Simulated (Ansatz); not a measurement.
Calculated with Ansatz (gas phase, PBE0-D4/def2-TZVP geometries, no zero-point term in ΔE). CBS: MP2 limit from def2 TZ/QZ plus the TZ coupled-cluster correction, frozen cores. Functionals use def2-TZVPP. B3LYP here is the variant with VWN-RPA as its local correlation; programs differ in this. No spin–orbit coupling; open shells (•) take unrestricted orbitals. One conformer a species, not always the lowest.

Reaction (homolysis of the B–C bond): `CCBC[SiH3]` → `[BH]CC`• + `[CH2][SiH3]`•

| level | ΔE (kJ/mol) | difference from CCSD(T)/CBS |
| --- | --- | --- |
| revPBE-D4 | 442.1 | -19.0 |
| B97M-V | 453.3 | -7.8 |
| CAM-B3LYP-D4 | 446.5 | -14.6 |
| ωB97X-V | 461.2 | 0.1 |
| revPBE | 417.4 | -43.7 |
| B3LYP | 425.8 | -35.3 |
| r2SCANh | 426.8 | -34.3 |
| HF/CBS(def2) | 325.3 | -135.8 |
| MP2/CBS(def2) | 478.0 | 16.9 |
| CCSD/CBS(def2) | 449.4 | -11.7 |
| CCSD(T)/CBS | 461.1 | 0 |

What do rigid-rotor, harmonic-oscillator terms from PBE0-D4/def2-TZVP frequencies (298.15 K, 1 bar) make of the CCSD(T)/CBS value? (Best estimate.)

The calculation gave: ΔZPE = -25.3 kJ/mol, ΔH = +441.2 kJ/mol, ΔS = 197 J/(mol·K), ΔG = +382.6 kJ/mol. Open shells count their whole term as degenerate. Modes under 50 cm⁻¹ make the entropy rough.

Largest T1 diagnostic among the species: 0.012.

In def2-TZVPP, CCSD(T) changes the Hartree–Fock value by +127.4 kJ/mol (the triples alone add +11.7 kJ/mol) and MP2 by +144.4 kJ/mol; breaking electron pairs costs correlation energy, which Hartree–Fock lacks. At CCSD(T), def2-SVP lies −10.8 kJ/mol from the extrapolated value and def2-TZVPP −8.0 kJ/mol: correlation converges slowly with the basis, and small sets miss more of it in the bonded molecule than in its fragments. From BLYP to BHLYP (50 % exact exchange), in def2-TZVPP and without D4, ΔE moves by +7.2 kJ/mol.

CCSD(T)/CBS has its own doubt, a few kJ/mol and more with outer-core shells, so smaller differences from it don't rank the levels.
